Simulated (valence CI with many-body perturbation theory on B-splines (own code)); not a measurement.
Values are calculated unless marked as measured or tabulated.
**Hyperfine factors and g values of Gd⁴³⁺**

Level of theory: valence CI with perturbative core correlation (CI+MBPT): three valence electrons over a frozen Dirac-Fock core [Ar], radial functions for each j: 7 s, 7 p, 8 d, 6 f, 4 g, 1 h, with the one-electron correlation potential Σ1, the two-electron term Σ2, the three-electron term Σ3, Breit, model QED; selected CI, second order for the rest, scaled by the run's own slope (own B-spline code, finite nucleus).

The last digits are not significant, and no measured levels were compared; by estimate large intervals hold to a few tenths of a per cent, small ones and those within an open d or f shell to about a per cent. Only levels of the ground parity were solved; by the run's estimate the other parity begins above the list, which can be wrong where configurations are misplaced.

A/g_I is the dipole constant over the nuclear g factor μ/I (μ in nuclear magnetons, uniformly magnetised nucleus), B/Q the quadrupole constant per barn. Both hold the static response of the core; the bare values leave it out. Large factors of s and p1/2 electrons are usually good to 5 to 10 %; those of open d and f shells near neutrality can be off by tens of per cent, and small factors of p3/2, d and f electrons come from cancelling terms and can be off by a factor of two or in sign, in half-filled shells by more. B is blank for J = 1/2, where it vanishes, and for nearly pure S terms. Energies count from the lowest level.

Levels are named by their leading jj configuration (3d3/2^4 stands for four electrons in 3d with j = 3/2), which in mixed levels can hold well under half, so a name can repeat and another be missing. Letters in brackets count levels of one name in rising energy.

| Level | E (cm⁻¹) | g | A/g_I (MHz) | A/g_I bare | B/Q (MHz/b) | B/Q bare |
| --- | --- | --- | --- | --- | --- | --- |
| (3d3/2^3) J=3/2 | 0 | 0.676 | 63000 | 62500 | -34100 | -34700 |
| (3d3/2^2 3d5/2) J=5/2 [a] | 242470 | 1.048 | 35800 | 36000 | -18300 | -18600 |
| (3d3/2^2 3d5/2) J=3/2 | 288640 | 1.202 | 28600 | 29000 | -9730 | -9870 |
| (3d3/2^2 3d5/2) J=7/2 | 306740 | 1.057 | 38200 | 38300 | 11300 | 11400 |
| (3d3/2^2 3d5/2) J=9/2 | 312920 | 1.054 | 39800 | 39900 | 40500 | 41000 |
| (3d3/2^2 3d5/2) J=1/2 | 322500 | 1.854 | -27700 | -26000 |  |  |
| (3d3/2^2 3d5/2) J=5/2 [b] | 462250 | 1.318 | 21100 | 21800 | 55900 | 56600 |
| (3d3/2 3d5/2^2) J=7/2 [a] | 547660 | 1.090 | 30300 | 30500 | -153 | -162 |
| (3d3/2 3d5/2^2) J=9/2 | 574700 | 1.133 | 30500 | 30800 | 14500 | 14700 |
| (3d3/2 3d5/2^2) J=3/2 [a] | 609270 | 1.127 | 34100 | 34300 | -37700 | -38200 |
| (3d3/2 3d5/2^2) J=1/2 | 628170 | 1.467 | -10300 | -9310 |  |  |
| (3d3/2 3d5/2^2) J=11/2 | 641360 | 1.083 | 34400 | 34600 | 80000 | 81100 |
| (3d3/2 3d5/2^2) J=5/2 [a] | 650040 | 1.219 | 14300 | 14800 | 49800 | 50500 |
| (3d3/2 3d5/2^2) J=5/2 [b] | 692440 | 1.108 | 35200 | 35400 | -14600 | -14800 |
| (3d3/2 3d5/2^2) J=7/2 [b] | 705640 | 1.098 | 35000 | 35200 | 16200 | 16500 |
| (3d3/2 3d5/2^2) J=3/2 [b] | 819900 | 0.979 | 50700 | 50700 | 41800 | 42400 |
| (3d5/2^3) J=9/2 | 875920 | 1.142 | 25500 | 25800 | 9560 | 9710 |
| (3d5/2^3) J=3/2 | 979160 | 1.041 | 31500 | 31700 | 12100 | 12300 |
| (3d5/2^3) J=5/2 | 1043200 | 1.153 | 25500 | 25900 | 9510 | 9650 |

(1) Take the isotope of mass number 157, with I = 3/2, μ = -0.3398 μN and Q = 1.35 b. What is the hyperfine structure of (3d3/2 3d5/2^2) J=7/2 [a]?

Answers

(1) From the table A = -6860 MHz, B = -207 MHz. Shifts from the centre of gravity in MHz: F = 2: 46200, F = 3: 25800, F = 4: -1620, F = 5: -36100.
